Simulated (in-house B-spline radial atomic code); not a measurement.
Bi⁵⁺. Computed with a B-spline radial atomic code. Model: all-electron spherical atom, spin shells full or empty, radial basis limit, no spin-orbit coupling, Breit or QED, empty-state partial waves extrapolated as (l+1/2)^-4, RPA, G0W0 and static COHSEX of the highest shell as one setting changes (uncorrelated shells keep exact exchange).

Without the two-electron picture change, core correlation of heavy ions comes too large.

Given: element Bi; charge 5; filled core Xe; hamiltonian one-electron scalar X2C; mean-field start r2SCAN; highest l of empty states 9; nuclear rms radius 5.5211 fm; highest mean-field shell 5d.

Shell: 4f 7 7, 5d 5 5 (electrons up and down).

| lowest nl shells left uncorrelated | RPA correlation energy (hartree) | G0W0 level (eV) | G0W0 minus most complete (meV) | COHSEX level (eV) | linearised minus solved G0W0 (meV) |
| --- | --- | --- | --- | --- | --- |
| 0 | -7.0288 | -89.683 | 0 | -93.136 | -28 |
| 1 | ? | ? | ? | ? | ? |
| 2 | -6.5622 | -89.682 | 0.9 | -93.135 | -28 |
| 3 | -5.9373 | -89.681 | 2.6 | -93.14 | -28 |
| 4 | -5.7362 | -89.679 | 3.8 | -93.138 | -28 |
| 5 | -5.1141 | -89.675 | 7.9 | -93.137 | -27.9 |
| 6 | -4.0797 | -89.662 | 21 | -93.105 | -27.8 |
| 7 | -3.8899 | -89.665 | 18.7 | -93.105 | -27.8 |
| 8 | ? | ? | ? | ? | ? |
| 9 | -2.3637 | -89.776 | -92.6 | -93.264 | -28.6 |
| 10 | -2.1639 | -89.819 | -136.1 | -93.295 | -29 |
| 11 | -0.87878 | -89.554 | 129.7 | -92.706 | -27.1 |
| 12 | -0.49707 | -89.997 | -314 | -93.122 | -31.6 |

**Question.** What follows for lowest nl shells left uncorrelated = 8?

**Answer.** RPA correlation energy -3.3224 hartree; G0W0 level -89.676 eV; G0W0 minus most complete 7.8 meV; COHSEX level -93.106 eV; linearised minus solved G0W0 -27.9 meV.

**Question.** What follows for lowest nl shells left uncorrelated = 1?

**Answer.** RPA correlation energy -6.7787 hartree; G0W0 level -89.683 eV; G0W0 minus most complete 0 meV; COHSEX level -93.136 eV; linearised minus solved G0W0 -28 meV.
